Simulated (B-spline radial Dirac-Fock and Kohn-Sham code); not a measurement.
K-line shifts caused by a second vacancy in Te²⁺

System: the Te²⁺ ion in the configuration [Kr] 4d10 5s2 5p2, inside a Watson sphere of charge -2 and radius 2.2 Å (a model of the Madelung potential; inside it an electron's potential energy is raised by 13.1 eV).

The computed values come from a radial B-spline solver: ΔSCF Dirac-Fock with Breit, self-energy and vacuum polarisation, finite nucleus, configuration average. Each two-hole energy is an average over J within one jj subconfiguration, not an observable level; in light atoms, where LS coupling holds, the j-resolved values are not observed lines, and for a K spectator the Kα1 hypersatellite is nearly forbidden. Correlation energy is missing from these numbers.

Lines without a spectator: Kα2 (K-L2) 27199.5 eV, Kα1 (K-L3) 27470.4 eV, Kβ3 (K-M2) 30939.8 eV, Kβ1 (K-M3) 30991.4 eV. Shifts in eV with one spectator hole (a dash: not computed, or left out as unreliable):

```csv
spectator hole,Kα2,Kα1,Kβ3,Kβ1
K (1s),+605.5,+626.6,+773.7,+778.2
L2 (2p1/2),+67.7,+85.8,–,+180.0
L3 (2p3/2),+64.8,+65.4,+157.3,–
M2 (3p1/2),–,+10.20,+22.62,+27.42
M3 (3p3/2),+7.31,–,+22.90,+22.38
M4 (3d3/2),+1.42,-1.38,–,–
M5 (3d5/2),-1.93,+0.16,–,–
```
